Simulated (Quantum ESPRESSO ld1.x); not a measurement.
The aluminium ion Al5+, configuration [He] 2s2 2p4. All-electron calculation, scalar-relativistic Kohn-Sham, LDA (Slater exchange, Perdew-Zunger correlation), spin-polarised, spherical densities, point nucleus; open shells are filled with parallel spins first. Program: ld1.x of Quantum ESPRESSO 7.5.

Radial electron density D(r) = 4 pi r^2 rho(r):

r (bohr)  D(r) (e/bohr)  spin D(r)
0.005759         0.5161  -0.000138
0.00634          0.6155  -0.000161
0.007034         0.7435  -0.000189
0.007743         0.8837  -0.000217
0.008592          1.063  -0.000249
0.009457          1.259  -0.000278
0.01041           1.487  -0.000304
0.01155           1.775  -0.000325
0.01272           2.085  -0.000330
0.01411           2.474  -0.000307
0.01553           2.887  -0.000245
0.01723           3.397  -0.000108
0.01897           3.932   0.000119
0.02105           4.583   0.000529
0.02317           5.252    0.00113
0.0255            5.986    0.00204
0.0283            6.850    0.00353
0.03115           7.705    0.00557
0.03456           8.679    0.00880
0.03805           9.606     0.0131
0.04222           10.61     0.0197
0.04647           11.52     0.0284
0.05156           12.44     0.0415
0.05676           13.19     0.0582
0.06248           13.81     0.0807
0.06933           14.29      0.114
0.07631           14.51      0.155
0.08467           14.49      0.213
0.09321           14.21      0.284
0.1034            13.64      0.383
0.1138            12.89      0.498
0.1263            11.90      0.654
0.139             10.90      0.830
0.1531            9.892       1.04
0.1698            8.917       1.30
0.1869            8.215       1.58
0.2074            7.752       1.92
0.2283            7.642       2.24
0.2534            7.863       2.60
0.2789            8.326       2.91
0.3095            9.002       3.21
0.3406            9.655       3.42
0.375             10.20       3.54
0.4161            10.53       3.55
0.458             10.48       3.44
0.5082            10.00       3.20
0.5594            9.183       2.87
0.6207            7.958       2.44
0.6832            6.632       2.00
0.7581            5.133       1.52
0.8345            3.821       1.12
0.9186            2.676      0.777
1.019             1.688      0.486
1.122             1.023      0.293
1.245            0.5440      0.155
1.37             0.2774     0.0786
1.521            0.1202     0.0339
1.674           0.04982     0.0140
1.857           0.01688    0.00472
2.044          0.005458    0.00152

D(r) has 2 maxima, at r = 0.0801, 0.433 bohr, and minima at 0.225 bohr, inside which lie 2.22 electrons.
